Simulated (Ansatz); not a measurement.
C2Si, SMILES [C]1[Si][C]1 (connectivity only; charge and spin as stated), neutral, multiplicity 1.

The structure is a stationary point at ωB97X-D3(BJ)/def2-TZVP.

Two levels are set side by side: PBE/def2-TZVPD (Ansatz, a first-principles code) and PBE0/def2-TZVPD (Ansatz). Energy differences of separate SCF runs at the same geometry; the states with an electron removed or added have multiplicity 2 and 2. Differences are taken from unrounded values.

```
quantity                           PBE0   PBE  PBE minus PBE0
---------------------------------  ----  ----  --------------
vertical ionisation energy (eV)    9.84  9.69           -0.15
vertical electron affinity (eV)    1.31  1.26           -0.05
vertical singlet–triplet gap (eV)  1.66  1.60           -0.06
```
